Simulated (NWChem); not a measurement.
System: C₃H₃O₃, doublet; SMILES O=C1OC[CH]O1

The following NWChem deck was run.

```
start job
memory heap 200 mb stack 900 mb global 1100 mb
geometry units angstroms noautosym nocenter noautoz
  O     -0.039076    -1.998221     0.024301
  C     -0.014985    -0.815997     0.003879
  O      1.125086    -0.062567     0.027463
  C      0.802299     1.254534    -0.090354
  C     -0.682865     1.358060    -0.010146
  O     -1.081748    -0.002126    -0.044975
  H      1.545823     1.971224     0.255244
  H     -1.051913     1.824591     0.924326
  H     -1.143659     1.895372    -0.857567
end
basis spherical
  * library 6-31g*
end
dft
  odft
  mult 2
  xc b3lyp
  iterations 150
end
property
  efieldgrad
end
task dft property
```

The geometry was optimised at PBE0/def2-SVP, spin-unrestricted. No frequency run checked for a minimum. No stability test was run on the SCF state.

Vzz is the largest principal value of the second derivative of the potential at the nucleus (NWChem prints the opposite sign); η is the asymmetry. Non-relativistic.

Atoms are numbered as in the input.

Q: What results follow from this input? (B3LYP/6-31G* (spherical d), spin-unrestricted.) Quantities: Vzz O1 (a.u.); η O1; Vzz O3 (a.u.); η O3; Vzz O6 (a.u.); η O6.

A: The vzz O1 (a.u.) comes out as -1.384. The η O1 comes out as 0.16. The vzz O3 (a.u.) comes out as 1.409, the η O3 comes out as 0.39 and the vzz O6 (a.u.) comes out as 1.609. The η O6 comes out as 0.63.
